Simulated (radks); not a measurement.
Problem. Dipole-allowed excitations along the series with 29 electrons in [Ar] 3d10 4s1. Calculated with a radial shooting solver on a logarithmic mesh with Libxc functionals: non-relativistic Kohn-Sham, exchange-only LDA, spin-polarised, spherical densities, point nucleus; open shells are filled with parallel spins first (spin-orbit coupling, left out, can overturn this in heavy ions). Time-dependent linear response with the Hartree and adiabatic exchange-only LDA kernel, continuum included through the Sternheimer equations. Lines are the poles of the dipole polarisability below minus the highest occupied eigenvalue, found on a grid refined at the orbital gaps; the lowest seven at most are given, and weak or close lines can be missed. The first line takes the name of the lowest orbital gap if no other gap lies below it; otherwise a line is named after a gap within 0.6 % of it, if that gap stands alone.

species  -e(HOMO) (eV)  lowest orbital gap (eV)  first line (eV)      f  static alpha (bohr^3)
Sr9+            166.61             4s-4p 20.626   22.058 (4s-4p)  0.673                  1.171
Zr11+           223.50             4s-4p 24.122   25.770 (4s-4p)  0.637                 0.8078
Nb12+           254.61             4s-4p 25.861   27.616 (4s-4p)  0.620                 0.6832
Mo13+           287.48             4s-4p 27.596   29.457 (4s-4p)  0.604                 0.5835

Estimate the first line of Rb8+, its oscillator strength and the static polarisability.

Solution. 20.188 eV (4s-4p), f = 0.691, alpha = 1.443 bohr^3.
